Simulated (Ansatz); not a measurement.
CH7OSbSi (`[SiH3]C[O][SbH2]`). Total charge 0; spin multiplicity 1. Sb: def2 effective core potential.

```xyz
11

Si   -1.449   -0.246   -0.755
C    -0.265    1.032   -0.017
O     0.576    0.444    0.964
Sb    2.225   -0.462    0.356
H    -2.311   -0.830    0.304
H    -2.302    0.363   -1.812
H    -0.637   -1.339   -1.364
H     0.305    1.523   -0.821
H    -0.834    1.829    0.476
H     2.967   -0.265    1.885
H     1.726   -2.049    0.783
```

Q: What are the harmonic wavenumbers in cm⁻¹ at PBE0-D4/def2-TZVP (Ansatz, finite differences of forces, unscaled)? (An estimate is asked.)

A: Ansatz gave: 43, 82, 142, 193, 249, 481, 526, 597, 639, 676, 741, 848, 859, 915, 936, 945, 1085, 1254, 1293, 1454, 1932, 1964, 2204, 2214, 2238, 2982, 3055.

Q: Is this a minimum?

A: Yes, all 27 modes are real.

Q: Give the ideal-gas thermochemistry at 298.15 K and 1 bar (rigid rotor, harmonic oscillator; point group C1, symmetry number 1).

A: Zero-point energy 182.7 kJ/mol; H(298) − E = 204.8 kJ/mol; entropy 370.9 J/(mol·K), of which translation 174.0, rotation 116.4, vibration 80.6; G(298) − E = 94.2 kJ/mol. Modes under 100 cm⁻¹ are hindered rotations or soft bends, so the harmonic entropy is rough.

Q: And at 400, 500, 600, 800 and 1000 K?

A: 
| T (K) | H − E (kJ/mol) | S (J/mol/K) | G − E (kJ/mol) |
| --- | --- | --- | --- |
| 400 | 217.4 | 407.2 | 54.5 |
| 500 | 231.9 | 439.3 | 12.2 |
| 600 | 248.0 | 468.7 | -33.2 |
| 800 | 284.1 | 520.5 | -132.3 |
| 1000 | 324.1 | 565.0 | -240.9 |

Q: Rotational constants (cm⁻¹)?

A: 0.2871, 0.03817, 0.03551.
